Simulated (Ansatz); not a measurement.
H2B2Si, SMILES `B1=B[SiH2]1` (charge 0, multiplicity 1).

Cartesian coordinates (Å):
SMILES: B1=B[SiH2]1
```xyz
5

B      1.4902     0.6873     0.2799
B      1.4670    -0.7191    -0.3199
Si    -0.3780     0.0041     0.0051
H     -1.2717     1.0971     0.4812
H     -1.3075    -1.0693    -0.4463
```
Charge 0, spin multiplicity 1.

Frozen-core energies in cc-pVTZ from Ansatz (a program for electronic structure) at a geometry from B3LYP-D3(BJ)/def2-TZVP; the HF reference has <S^2> = 0.00 (restricted, and unstable towards unrestricted orbitals) and the T1 diagnostic is 0.029.

```tsv
level	energy (Ha)
HF	-339.21534
MP2	-339.55696
CCSD	-339.57646
```

Task: Estimate the energies of CCSD(T), CCSDT and CCSDT(Q), and give each level's difference from CCSDT(Q).

Result: 
| level | energy (Ha) | difference from CCSDT(Q) (mHa) |
|---|---|---|
| MP2 | -339.55696 | 55.30 |
| CCSD | -339.57646 | 35.80 |
| CCSD(T) | -339.60842 | 3.84 |
| CCSDT | -339.60817 | 4.08 |
| CCSDT(Q) | -339.61226 | 0.00 |
